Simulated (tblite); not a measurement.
C8H9B.
SMILES with atom numbers: `[CH2:1]=[CH:2][B:3]1[CH:4]=[CH:5][CH:6]=[CH:7][CH:8]=[CH:9]1` (hydrogens: H10, H11 on C1; H12 on C2; H13 on C4; H14 on C5; H15 on C6; H16 on C7; H17 on C8; H18 on C9)

Cartesian coordinates in Å at the GFN2-xTB level; atoms count from 1:
```xyz
18
C8H9B angstrom
C      3.219    0.140    0.273
C      2.249   -0.518   -0.355
B      0.717   -0.237   -0.215
C      0.243    1.170    0.153
C     -1.022    1.619    0.376
C     -2.239    0.900    0.330
C     -2.486   -0.404    0.013
C     -1.599   -1.440   -0.366
C     -0.242   -1.400   -0.476
H      4.265   -0.109    0.168
H      3.007    0.955    0.948
H      2.557   -1.343   -0.993
H      1.008    1.935    0.247
H     -1.148    2.668    0.634
H     -3.115    1.491    0.578
H     -3.528   -0.702    0.047
H     -2.098   -2.379   -0.588
H      0.204   -2.341   -0.788
```

Calculated harmonic vibrations of the isolated species, GFN2-xTB (tblite), most abundant isotopes, no scaling. Against measured fundamentals such values can be off by several per cent, at times by over 20. One conformer, not necessarily the lowest.

Harmonic wavenumbers (cm⁻¹): 49.5, 77.6, 171.7, 203.1, 227.2, 315.1, 394.7, 400.0, 473.6, 527.4, 564.8, 618.9, 710.7, 767.1, 807.2, 834.0, 876.6, 920.4, 945.2, 954.5, 961.8, 984.7, 994.5, 1039.4, 1061.5, 1102.8, 1223.0, 1256.4, 1284.6, 1310.5, 1313.2, 1378.3, 1412.4, 1425.9, 1461.3, 1473.8, 1587.3, 1610.4, 1656.3, 2991.2, 2995.1, 2998.7, 3009.2, 3017.7, 3028.4, 3044.1, 3067.6, 3089.8.

A = 3292, B = 1163, C = 868.2 MHz; mass 116.080 u (most abundant isotopes); point group C1, symmetry number 1.

Task: Zero-point energy?

Result: Half the sum of the wavenumbers: 31310 cm⁻¹ = 89.52 kcal/mol.

Task: Give the ideal-gas entropy at 200 K and 1 bar in the rigid-rotor, harmonic-oscillator model (classical rotation).

Result: Translation 38.21, rotation 27.77, vibration 14.38: S = 80.4 cal/(mol K).

Task: And Cp and H(200 K) − H(0)?

Result: Cp = 24.79 cal/(mol K), of which vibrations give 16.84 (their classical limit is 48 R = 95.4); H(200 K) − H(0) = 3.19 kcal/mol without the zero-point energy, 1.60 from vibrations.

Task: Which modes carry the vibrational entropy at 200 K?

Result: 49.5 cm⁻¹: 4.05; 77.6 cm⁻¹: 3.17; 171.7 cm⁻¹: 1.69; 203.1 cm⁻¹: 1.40; 227.2 cm⁻¹: 1.22; 315.1 cm⁻¹: 0.74 cal/(mol K); the other 42 give 2.11 together.

Task: How do the functions run with temperature in this model?

Result: 
```tsv
T (K)	S (cal/(mol K))	Cp (cal/(mol K))	H − H(0) (kcal/mol)	G − H(0) (kcal/mol)	ln q(vib)
50	57.3	11.7	0.48	-2.39	0.40
100	66.7	15.9	1.16	-5.50	1.27
298.15	92.1	34.8	6.10	-21.35	5.24
373.15	100.7	42.4	9.00	-28.58	6.85
500	114.7	53.4	15.10	-42.26	9.66
750	139.5	68.6	30.51	-74.12	15.24
1000	160.6	78.2	48.94	-111.71	20.58
```

q(vib) and H(0) count from the zero-point level.

Task: What must be added to the electronic energy to get the Gibbs energy at 200 K and 1 bar?

Result: ZPE + [H(200 K) − H(0)] − T·S = 89.52 + 3.19 − 16.07 = 76.64 kcal/mol.

Hindered rotation and anharmonicity are outside this model. Other conformers, if any are populated, would add a mixing term that is left out. The structure is chiral; the term R ln 2 for an equal mix with its mirror image is left out.
